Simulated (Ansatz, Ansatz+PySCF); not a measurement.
```yaml
atoms:
  - { symbol: P, position_ang: [0.0000, 0.0000, -1.0291] }
  - { symbol: S, position_ang: [0.0000, 0.0000, 1.0291] }
```

Basis set: def2-SVP (spherical functions). Frozen core: 10 orbitals. Correlation on ROHF uses semicanonical orbitals with singles. Charge 0, multiplicity 2.

Computed with Ansatz (development build ahead of 0.2.0); each method stands on the lowest determinant of its kind that the runs found.

The atomization energy at this shape (free ground-state atoms in the same class of orbitals less the molecule, no zero-point energy) of doublet PS:

| method | atomization energy |
| --- | --- |
| ROHF-CCSD(T) | 320.8 kJ/mol |
| UHF-CCSD(T) | 314.5 kJ/mol |
| ROHF-MP2 | 321.5 kJ/mol |
| UHF-MP2 | 258.4 kJ/mol |
| ROHF | 94.2 kJ/mol |
| UHF | 145.5 kJ/mol |

**Question.** What does UHF-CCSDT(Q) give?

**Answer.** 327.0 kJ/mol. Caution: the shape is not the minimum. Caution for UHF-CCSDT(Q), UHF-CCSD(T), UHF-MP2, UHF: the unrestricted determinant is spin contaminated. Caution for ROHF-CCSD(T), ROHF-MP2, ROHF: an unrestricted determinant lies well below. Caution for UHF-CCSD(T): another reference gives a lower total.
